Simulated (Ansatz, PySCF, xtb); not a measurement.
Gas-phase reaction in SMILES: C=COC(=C)F + 7 [H][H] (H2) → 4 C (CH4) + F (HF) + O (H2O)
Geometries: B3LYP-D3(BJ)/def2-TZVP minima from Ansatz (a first-principles code), one conformer each, not searched for the lowest. Frequencies are from Ansatz or PySCF.

Wanted: energy of full hydrogenation (enthalpy at 298 K, with B3LYP-D3(BJ) rigid-rotor harmonic-oscillator terms), in kcal/mol. Correlated levels leave the core frozen unless marked. No spin-orbit coupling. Non-relativistic. CBS marks a two-point X^-3 extrapolation of the correlation energy; Hartree-Fock from the larger set. [CCSD(T)-MP2]/basis is that difference in the basis named.

| level | program | energy of full hydrogenation (kcal/mol) |
|---|---|---|
| GFN1-xTB | xtb | -176.8 |
| HF-D4/def2-TZVPD | PySCF + dftd4 | [?] |
| BLYP-D3(BJ)/def2-TZVPD | Ansatz + dftd3 | -125.7 |
| PBE0-D3(BJ)/def2-TZVPD | Ansatz + dftd3 | -147.0 |
| PBE0/def2-TZVPD | Ansatz | -148.9 |
| r2SCANh-D4/def2-TZVPD | Ansatz + dftd4 | -140.5 |
| LC-wPBE-D4/def2-TZVPD | Ansatz + dftd4 | -149.8 |
| LC-wPBE/def2-TZVPD | Ansatz | -152.8 |
| wB97X-V/def2-TZVPD | Ansatz | -142.4 |
| wB97X/def2-TZVPD | Ansatz | -149.3 |
| B2GP-PLYP-D3(BJ)/def2-TZVPD | Ansatz + dftd3 | -140.5 |
| PBE-QIDH/def2-TZVPD | Ansatz | [?] |
| CCSD/6-31G* | Ansatz | -119.3 |
| CCSD/cc-pVDZ | Ansatz | -142.5 |
| CCSD/cc-pVTZ | Ansatz | -147.2 |
| RI-MP2/CBS(cc-pVTZ,cc-pVQZ)+[CCSD(T)-MP2]/cc-pVTZ | Ansatz | -143.7 |

Problem. Fill in the missing entries.

Solution. 
- HF-D4/def2-TZVPD, energy of full hydrogenation (kcal/mol): -144.8
- PBE-QIDH/def2-TZVPD, energy of full hydrogenation (kcal/mol): -149.9
